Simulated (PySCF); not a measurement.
# Electron correlation in Al (aluminium, neutral)

[Ne] 3s2 3d1, 2D determinant (an excited configuration). Computed with PySCF 2.14 in dyall-acv3z, with no relativity, point nucleus. Frozen: 1s2; 11 electrons correlated; the 18 highest virtual orbitals of each spin left out.

| level | correlation energy (mhartree) |
| --- | --- |
| CCSD | -347.40 |
| (T) | -9.38 |
| CCSD(T) | -356.78 |

Diagnostics: T1 = 0.032, D1 = 0.1492, largest double amplitude 0.259.

Question: Is a single reference adequate?

Answer: Not fully. The outer electron is Rydberg-like, and this basis confines it to a smaller radius and binds it less than a complete one would. T1 exceeds 0.03, a sign that the reference determinant is poor. A double-excitation amplitude exceeds 0.15, a sign of near-degeneracy.
